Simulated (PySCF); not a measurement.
Species: C₃H₈ClOSi (doublet state).
Numbering: `[CH2:1][CH2:2][O:3][SiH2:4][CH2:5][Cl:6]` (hydrogens: H7, H8 on C1; H9, H10 on C2; H11, H12 on Si4; H13, H14 on C5)

Geometry (GFN2-xTB, Å), atoms numbered from 1 in this order:
```xyz
14
C3H8ClOSi angstrom
C      2.504    0.660    0.854
C      1.696   -0.074   -0.127
O      0.329    0.087    0.125
Si    -0.926   -0.540   -0.675
C     -2.394    0.211    0.270
Cl    -3.894   -0.381   -0.480
H      2.035    1.078    1.719
H      3.559    0.768    0.702
H      1.939   -1.154   -0.113
H      1.924    0.262   -1.154
H     -0.958   -2.002   -0.599
H     -0.953   -0.125   -2.079
H     -2.429    1.297    0.219
H     -2.431   -0.087    1.315
```

The hyperfine couplings belong to this conformer and change with its torsions.

Theory: UKS B3LYP, pcH-1 on C Cl H O Si, non-relativistic, mean-field spin-orbit, GIAO in PySCF 2.14.0. One conformer (not necessarily the lowest) at the GFN2-xTB geometry, without solvent, vibrations or thermal averaging. A GFN2-xTB geometry isn't a minimum of the functional, and hyperfine couplings can be far from their values at a DFT geometry. The SCF solution wasn't tested for stability.

Principal values of hyperfine tensors in MHz (contact, dipolar and spin–orbit terms together), for some of the nuclei:

```json
{"atom": "H10", "isotope": "1H", "A1": "102.47", "A2": "103.31", "A3": "117.17"}
{"atom": "C1", "isotope": "13C", "A1": "5.24", "A2": "5.86", "A3": "251.64"}
{"atom": "H7", "isotope": "1H", "A1": "-105.96", "A2": "-65.98", "A3": "-26.10"}
{"atom": "H8", "isotope": "1H", "A1": "-103.09", "A2": "-63.89", "A3": "-23.50"}
{"atom": "C2", "isotope": "13C", "A1": "-42.14", "A2": "-39.45", "A3": "-37.45"}
{"atom": "O3", "isotope": "17O", "A1": "-3.45", "A2": "-0.85", "A3": "-0.54"}
{"atom": "Si4", "isotope": "29Si", "A1": "0.95", "A2": "1.57", "A3": "1.66"}
{"atom": "H11", "isotope": "1H", "A1": "-0.47", "A2": "-0.39", "A3": "2.03"}
```

Give the isotropic coupling of each nucleus in MHz and in mT (g = 2.0026), and the anisotropic part.

a_iso is a third of the trace, T = A − a_iso, and a(mT) = a(MHz)/(g × 13.996). The tensors hold a spin–orbit part: the run splits a_iso into a_FC + a_SO, and T includes its anisotropic share.

| atom | a_iso (MHz) | a_FC | a_SO | a_iso (mT) | T1 | T2 | T3 |
| --- | --- | --- | --- | --- | --- | --- | --- |
| H10 | 107.65 | 107.65 | 0.00 | 3.841 | -5.18 | -4.34 | 9.52 |
| C1 | 87.58 | 87.68 | -0.10 | 3.125 | -82.34 | -81.72 | 164.06 |
| H7 | -66.01 | -66.02 | 0.01 | -2.355 | -39.95 | 0.03 | 39.91 |
| H8 | -63.49 | -63.51 | 0.01 | -2.265 | -39.59 | -0.40 | 39.99 |
| C2 | -39.68 | -39.69 | 0.01 | -1.416 | -2.46 | 0.23 | 2.23 |
| O3 | -1.61 | -1.61 | 0.00 | -0.058 | -1.84 | 0.76 | 1.08 |
| Si4 | 1.39 | 1.39 | 0.00 | 0.050 | -0.44 | 0.18 | 0.26 |
| H11 | 0.39 | 0.39 | 0.00 | 0.014 | -0.86 | -0.78 | 1.64 |

What spin density at the nucleus of H10 lies behind its contact coupling (g_N = 5.58569)?

a_FC = 800.24 MHz bohr³ × g_N × ρ(0)/(2S). With a_FC = 107.65 MHz and 2S = 1, ρ(0) = 0.02408 bohr⁻³. In magnitude that is 7.6 % of the 1/π = 0.318 of a free hydrogen atom.

H9 (1H, g_N = 5.58569) isn't in the table. Its spin density at the nucleus is 0.03211 bohr⁻³. What is its contact coupling?

By the same relation, a_FC = 143.5 MHz. Its full tensor has the principal values 137.62, 140.42, 152.55 MHz.

Name the largest traceless tensor T of the table and describe it.

C1: -82.3, -81.7, 164.1 MHz, axial, in the ratio −1:−1:+2, the form that spin in one p orbital centred on that nucleus gives.

What first-order splitting does H10 cause when the field lies along A1, A2 or A3 of its tensor (g taken as isotropic, no quadrupole term)?

2 lines (I = 1/2), spaced by |A_i|/(g × 13.996): 3.66, 3.69, 4.18 mT along the axes of A1, A2 and A3.
